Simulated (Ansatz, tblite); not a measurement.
Forces on the cluster Hg₄O₅ at its B3LYP-D4/def2-SVP geometry. Charge 0, multiplicity 1.

In the def2 sets Hg takes a core potential; there is no spin–orbit coupling. The xTB rows come from tblite. The structure holds 2 bonds between oxygen atoms, so isomers without such links may lie far lower. Another isomer (singlet) lies 0.05 eV lower at PBE0-D4/def2-TZVP; other spin states weren't run for this one.

GFN1-xTB (tblite), largest force 1.49 eV/Å:

```xyz
9
positions Å, forces eV/Å
Hg   -0.258   -1.486   -1.640   -0.145   -0.584    0.057
Hg    0.176   -2.310    1.230    0.034   -0.113    0.128
Hg   -0.298    0.675    1.184    0.300    0.530    0.662
Hg    1.466    3.525    1.679   -0.303   -0.559    0.007
O     0.132   -3.197   -0.605   -0.085    0.799    0.197
O     0.069   -0.782    2.569   -0.061   -0.055   -0.831
O     0.071    1.342   -1.578   -1.380    0.261   -0.271
O    -0.694    1.822   -0.502    0.760   -0.899   -0.916
O    -0.664    0.410   -2.336    0.880    0.620    0.967
```

GFN2-xTB (tblite), largest force 1.49 eV/Å:

```
Hg -0.116 -0.536 -0.177
Hg 0.040 -0.178 0.346
Hg 0.151 0.522 0.535
Hg -0.306 -0.503 -0.082
O -0.053 0.719 0.167
O 0.010 -0.101 -0.777
O -1.457 -0.006 -0.001
O 0.882 -0.701 -0.944
O 0.851 0.784 0.933
```

PBE-D4/def2-TZVP (Ansatz), largest force 0.46 eV/Å:

```
Hg 0.022 -0.045 0.274
Hg -0.078 0.332 -0.240
Hg 0.081 -0.170 -0.004
Hg -0.029 -0.054 0.015
O 0.046 -0.293 -0.030
O 0.042 -0.078 0.290
O 0.279 0.148 -0.064
O -0.180 0.300 0.160
O -0.184 -0.140 -0.399
```
